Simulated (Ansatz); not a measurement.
A run on FH₃NPZn, SMILES `N[PH][Zn][F]` with other settings.

```yaml
crystal:
  periodic: [false, false, false]
  atoms:
    - {symbol: N, position_ang: [-0.431991, 1.363751, -0.293802]}
    - {symbol: P, position_ang: [0.441327, 0.462493, 0.872908]}
    - {symbol: Zn, position_ang: [0.182854, -1.736574, 0.329316]}
    - {symbol: F, position_ang: [-0.101977, -3.435776, -0.047572]}
    - {symbol: H, position_ang: [-1.285907, 1.762120, 0.062635]}
    - {symbol: H, position_ang: [-0.547979, 1.027342, -1.235538]}
    - {symbol: H, position_ang: [1.743684, 0.556654, 0.312053]}
basis:
  gaussian: {orbitals: def2-TZVP, nuclear_model: gaussian}
hamiltonian: {xc: {name: rPW86-PBE}, dispersion: d4, pseudopotentials: {relativity: scalar}}
```

```sh
$ ansatz run in.yaml --threads 2 --pin off --events-out ev --progress --plain --max-ram 4352MiB
```

Output, abridged:

```
Functional definition: rPW86-PBE
1173 factors; their error is unknown
mean field evaluation 1: about -62369.6396 eV, gradient 1.1e2 eV
mean field evaluation 2: about -62221.5913 eV, gradient 3.0e2 eV
mean field evaluation 4: about -62383.5144 eV, gradient 5.3e1 eV
mean field evaluation 8: about -62387.4061 eV, gradient 4.6e-1 eV
mean field evaluation 16: about -62387.3841 eV, gradient 5.8e-4 eV
mean field -62387.38406625 eV, -2292.6940767471 hartree, gradient 1.8e-5 eV, S^2 0.000000; 0 other end points of the search recorded, 0 dependent functions left out
reference -62387.38418068 eV, -2292.6940809522 hartree; 32, 32 occupied and 133, 133 virtual orbitals, 1173 factors
Total energy: -62387.53395290 eV, -2292.6995849796 hartree
Relativity: scalar
```

Run time 5.5 s (2 threads of an Arm Neoverse V1 on a shared host); peak host memory 0.43 GiB.
